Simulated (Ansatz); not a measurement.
The cluster Ag4Se⁻. Charge -1, multiplicity 2. Geometry PBE-D4/def2-SVPD.

Cartesian coordinates in Å:
```
Ag 0.249 -1.105 1.714
Ag 0.455 0.648 -2.750
Ag 1.185 -1.219 -0.867
Ag -0.566 0.871 -0.243
Se -1.322 0.805 2.145
```

In the def2 sets Ag takes a core potential; there is no spin–orbit coupling. B3LYP takes the VWN-RPA correlation. The structure comes from a short search, and lower isomers may exist.

Estimate the α-spin orbital energies around the gap (eV) in Ansatz with PBE-D4/def2-TZVPD, revPBE-D4/def2-TZVPD, r2SCANh-D4/def2-TZVPD, B3LYP-D4/def2-TZVPD, PBE0-D4/def2-TZVPD.


```
orbital  PBE-D4/def2-TZVPD  revPBE-D4/def2-TZVPD  r2SCANh-D4/def2-TZVPD  B3LYP-D4/def2-TZVPD  PBE0-D4/def2-TZVPD
 HOMO−5              -3.05                 -2.97                  -3.92                -4.40               -4.68
 HOMO−4              -2.85                 -2.75                  -3.39                -3.66               -3.82
 HOMO−3              -1.61                 -1.51                  -2.02                -2.27               -2.36
 HOMO−2              -1.40                 -1.29                  -1.76                -1.99               -2.08
 HOMO−1              -0.80                 -0.70                  -1.21                -1.48               -1.58
   HOMO              -0.49                 -0.41                  -0.88                -0.93               -1.03
   LUMO               0.85                  0.95                   1.19                 1.27                1.46
 LUMO+1               1.14                  1.23                   1.47                 1.55                1.71
 LUMO+2               1.80                  1.90                   2.11                 2.17                2.31
 LUMO+3               2.49                  2.58                   2.90                 2.91                3.06
 LUMO+4               2.67                  2.73                   3.13                 3.05                3.21
 LUMO+5               2.99                  3.04                   3.40                 3.35                3.51
 β HOMO              -0.74                 -0.65                  -1.15                -1.42               -1.52
 β LUMO              -0.07                  0.06                   0.38                 0.35                0.67
```
